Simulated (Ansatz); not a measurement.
```yaml
crystal:
  periodic: [false, false, false]
  atoms:
    - {symbol: N, position_ang: [-1.002704, 2.002396, 0.102565]}
    - {symbol: Si, position_ang: [-0.910036, 0.192063, -0.205774]}
    - {symbol: Ge, position_ang: [1.288450, -0.498549, 0.188950]}
    - {symbol: S, position_ang: [1.329693, -2.733123, -0.219413]}
    - {symbol: H, position_ang: [-2.013264, 2.431327, 0.132542]}
    - {symbol: H, position_ang: [-0.336749, 2.465346, -0.513192]}
    - {symbol: H, position_ang: [-1.178568, -0.092952, -1.631829]}
    - {symbol: H, position_ang: [-1.776140, -0.283721, 0.528966]}
    - {symbol: H, position_ang: [1.738201, -0.349743, 1.753587]}
    - {symbol: H, position_ang: [2.493909, -0.011019, -0.699003]}
    - {symbol: H, position_ang: [0.142020, -3.170918, 0.461160]}
basis:
  gaussian: {orbitals: aug-pcseg-2, fitting: {mean_field: cc-pVTZ-jkfit}}
hamiltonian: {xc: {name: HSE06}, dispersion: d3bjatm}
multiplicity: 3
```

```sh
$ ansatz run in.yaml --threads 4 --pin off --events-out ev --progress --plain --max-ram 10444MiB
```

Shortened log:

```
Error: YAML parse error: error: line 18 column 1: unknown field `multiplicity`, expected one of crystal, accuracy, basis, kpoints, hamiltonian, magnetization, projection, total_charge, correlation, batch, efield, external_charges, scf, relax, neb, saddle, md, ramp, phonons, dielectric, real_time, elastic, magnetic_configurations, gw, evaluate, workflow, output, checkpoint, execution
16 |   gaussian: {orbitals: aug-pcseg-2, fitting: {mean_field: cc-pVTZ…
17 | hamiltonian: {xc: {name: HSE06}, dispersion: d3bjatm}
18 | multiplicity: 3
```

Q: What is wrong with this run?

A: The input holds a key that doesn't belong there. The input was rejected before any iteration.

HSE06 is defined as in plane-wave codes.
